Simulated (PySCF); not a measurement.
**Electron correlation in Nd³²⁺ (neodymium, charge +32)**

Starting occupation: [Ar] 3d10. Computed with PySCF 2.14 in an uncontracted even-tempered set (19 s from 1.9 bohr⁻², ratio 2.6; 15 p from 2.4 bohr⁻², ratio 2.6; 10 d from 2.4 bohr⁻², ratio 2.6; 6 f from 2.5 bohr⁻², ratio 2.8), with X2C-1e with screened-nucleus spin-orbit coupling, Gaussian nucleus. Frozen: [Ar]; 10 electrons correlated; the 100 highest virtual spinors left out.

MP2 pair energies summed by pair of shells (mhartree):

```tsv
pair	energy	share (%)
3d3/2-3d5/2	-187.64	49.7
3d5/2-3d5/2	-132.53	35.1
3d3/2-3d3/2	-57.15	15.1
```

Total MP2 correlation energy: -377.32 mhartree.

The virtual space was cut to 70 spinors, which keep -372.50 of the -377.32 mhartree of MP2 correlation.

| level | correlation energy (mhartree) |
| --- | --- |
| CCSD | -367.81 |
| (T) | -0.27 |
| CCSD(T) | -368.08 |

Diagnostics: T1 = 8.0e-05, largest double amplitude 0.006.

Cost of the coupled-cluster step: 87 s of wall time on 1 thread of Neoverse-V1 (shared host), for 10 occupied and 70 virtual spinors.

At this charge the one-electron X2C treatment keeps the bare 1/r₁₂, with no two-electron picture change or Breit term. The effect here is smaller than on the frozen 1s shell.
